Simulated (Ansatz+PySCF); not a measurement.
singlet CuNH3(+): levels of theory in one basis

```xyz
5

N     0.0042   -0.0019   -1.4249
H     0.9489    0.0089   -1.8100
H    -0.4776    0.8213   -1.8040
H    -0.4727   -0.8248   -1.8044
Cu   -0.0016    0.0044    0.5204
```

Basis set: def2-SVP (spherical functions). Correlated methods keep 6 orbitals frozen. Charge 1, multiplicity 1.

Computed with Ansatz (development build ahead of 0.2.0); each method stands on the lowest determinant of its kind that the runs found.

```json
{"method": "RHF", "E − E(RHF) (eV)": "0.00", "<S²> of the determinant": "0.00"}
{"method": "RHF-CCSD", "E − E(RHF) (eV)": "-14.28", "<S²> of the determinant": "–"}
{"method": "RHF-CCSD(T)", "E − E(RHF) (eV)": "-14.76", "<S²> of the determinant": "–"}
```

What does RHF-MP2 give on the same scale?

-14.98 eV.

Is a single determinant a sound starting point here?

By this sign, yes. Unrestricted orbitals gain 0.00 eV and <S²> is 0.00 against 0.00 for a pure state.
